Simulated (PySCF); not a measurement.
2-fluoropenta-1,4-diene (C5H7F), SMILES C=CCC(=C)F.

Coordinates come from a PBE0-D3(BJ)/def2-SVP optimisation. Other conformers were not sampled.

Method: HF/def2-TZVP run with PySCF.

Isolated molecule, no solvent.

Computed frontier levels, gap, dipole moment and polarisability:
The highest occupied level is -9.96 eV. The lowest empty level comes out as 3.58 eV. The orbital gap is 13.54 eV and the dipole moment is 1.60 D. The quadrupole, principal values (traceless, Buckingham form, about the centre of nuclear charge) comes out as -4.82, 0.00, 4.82 D·Å and the mean static polarisability is 60.6 bohr³ (8.98 Å³). The polarisability, principal values is 45.6, 46.9, 89.2 bohr³.
